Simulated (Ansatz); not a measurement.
Ansatz (a first-principles code) input:

Ansatz 0.2 input:
```yaml
crystal:
  periodic: [false, false, false]
  atoms:
    - {symbol: Pb, position_ang: [-0.00870056, 0.01049205, 0.68829151]}
    - {symbol: Cl, position_ang: [0.88299914, 1.00189484, -1.66475882]}
    - {symbol: Cl, position_ang: [-0.84103175, -1.05250355, -1.65523550]}
basis:
  gaussian:
    orbitals: def2-TZVP
hamiltonian:
  xc: b3lyp
  dispersion: d3bj
magnetization: {spin_polarized: true, initial_magnetization: 2}
phonons: {temperatures: {t_min: 298.15, t_max: 298.15, t_step: 100}}
```

Q: Which total energy does the run end on?

A: -1113.41836 Eh (B3LYP-D3(BJ)/def2-TZVP). The basis has 124 functions.

This is an excited triplet: at this geometry the singlet lies 1.35 eV lower at RI-MP2/CBS(def2-TZVPPD,def2-QZVPPD)+[CCSD(T)-MP2]/def2-TZVPPD.
